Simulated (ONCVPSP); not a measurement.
**Scattering properties, ONCV potential for Tm (Z = 69)**

```json
{"Element": "Tm (Z = 69)", "Generator": "ONCVPSP 4.0.1", "Type": "optimised norm-conserving Vanderbilt (ONCV)", "Functional": "LDA (Perdew-Wang 92)", "Relativity": "scalar-relativistic", "Frozen core": "[Kr]", "Valence charge": "33", "Reference configuration": "4d10 4f13 5s2 5p6 6s1 6p1", "Partial waves": "5s+6s: rc 2.25 bohr, ncon 3, nbas 7, qcut 6.2 1/bohr, 2 projectors; 5p+6p: rc 2.40 bohr, ncon 5, nbas 9, qcut 4.7 1/bohr, 2 projectors; 4d: rc 0.95 bohr, ncon 4, nbas 9, qcut 18 1/bohr, 1 projector; 4f: rc 0.95 bohr, ncon 5, nbas 10, qcut 16.7 1/bohr, local", "Local potential": "the f channel", "Core correction": "Teter function, fcfact 2, rcfact 1.25"}
```

The phase is arctan(r·R′/R) of the radial function R(r), unwrapped; energies in Ha, scanned from -8 to 5 Ha. A pole is an energy at which the radial function vanishes at the test radius. The pseudo phase is shifted by a multiple of π to meet the all-electron one at the reference energy, and phase errors are pseudo minus all-electron; the curves can meet again beyond the range given. Levels narrower than the energy grid can be missing from the lists of poles.

| channel | radius (bohr) | reference energy (Ha) | poles, all-electron | poles, pseudo | unbroken range about the reference energy with phases within 0.05 rad | phase error 1 Ha above the reference energy (rad) |
| --- | --- | --- | --- | --- | --- | --- |
| s | 2.28 | -0.18 | -1.91, 2.90 | -1.91, 2.29, 3.52 | below 2.2 | -0.005 |
| p | 2.43 | -0.07 | -0.86, 3.19 | -0.86, 3.12 | below 4.4 | -0.002 |
| d | 0.96 | -6.36 | -5.15 | -5.10 | -7.6 to -1.1 | +0.005 |
| f | 0.96 | -0.18 | 1.67 | 1.89 | -1.4 to 2.8 | +0.010 |

Note: ghosts flagged at negative energy: s at -711.5 eV, p at -306.0 eV; GHOST(+) flagged for s at 73.4 eV. A true bound ghost makes a file unfit for plane-wave use.

Phases in the d channel:

```tsv
E (Ha)	all-electron	pseudo
-7.96	0.106	0.171
-7.24	-0.776	-0.756
-6.52	-1.254	-1.254
-5.80	-1.464	-1.462
-5.08	-1.579	-1.573
-4.36	-1.656	-1.644
-3.64	-1.715	-1.697
-2.92	-1.765	-1.741
-2.20	-1.813	-1.781
-1.48	-1.862	-1.819
-0.76	-1.915	-1.859
-0.04	-1.977	-1.902
0.68	-2.053	-1.951
1.40	-2.150	-2.010
2.12	-2.281	-2.083
2.84	-2.465	-2.177
3.56	-2.724	-2.305
4.28	-3.064	-2.483
5.00	-3.433	-2.732
```
